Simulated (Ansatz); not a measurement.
Basis sets compared for the cluster Al2O3 (the lowest singlet isomer of a short search). Total charge 0; singlet. Geometry PBE-D4/def2-SVP. Ansatz on 4 threads of Arm Neoverse V1 on a shared host; times are rough, and most runs start from earlier orbitals.

```xyz
5

Al    1.387    0.977    0.049
Al   -1.387   -0.977   -0.050
O     2.711    1.911    0.097
O     0.000    0.001   -0.001
O    -2.711   -1.911   -0.095
```

The structure comes from a short search, and lower isomers may exist.

Binding counts from free atoms (Al doublet, O triplet) in the same basis, without a counterpoise term.

| level | functions | energy (Eh) | HOMO (eV) | LUMO (eV) | binding per atom (eV) | wall time |
| --- | --- | --- | --- | --- | --- | --- |
| HF/STO-3G | 33 | -699.4566 | -5.86 | 7.65 | – | 0.1 s |
| HF/6-31G | 53 | -708.3091 | -11.49 | -0.63 | 1.41 | 0.2 s |
| PBE-D4/def2-SVP | 78 | -709.7802 | -6.37 | -4.04 | 4.10 | 0.55 s |
| PBE-D4/def2-TZVP | 167 | -710.2447 | -6.64 | -4.33 | 4.14 | 1.1 s |
| r2SCAN-D4/def2-TZVP (with forces) | 167 | -710.5750 | -6.87 | -4.02 | 4.02 | 2.6 s |
| PBE0-D4/def2-SVP | 78 | -709.7937 | -7.74 | -3.27 | 3.76 | 0.7 s |
| PBE0-D4/def2-TZVP | 167 | -710.2563 | -8.01 | -3.54 | 3.82 | 1.8 s |

Question: Estimate the rows for PBE-D4/def2-TZVPD, r2SCAN-D4/def2-TZVPD, PBE0-D4/def2-TZVPD.

Answer: 
```
               level  functions  energy (Eh)  HOMO (eV)  LUMO (eV)  binding per atom (eV)  wall time
   PBE-D4/def2-TZVPD        206    -710.2476      -6.70      -4.40                   4.14      1.8 s
r2SCAN-D4/def2-TZVPD        206    -710.5772      -6.91      -4.08                   4.02      3.3 s
  PBE0-D4/def2-TZVPD        206    -710.2589      -8.06      -3.62                   3.83      2.4 s
```
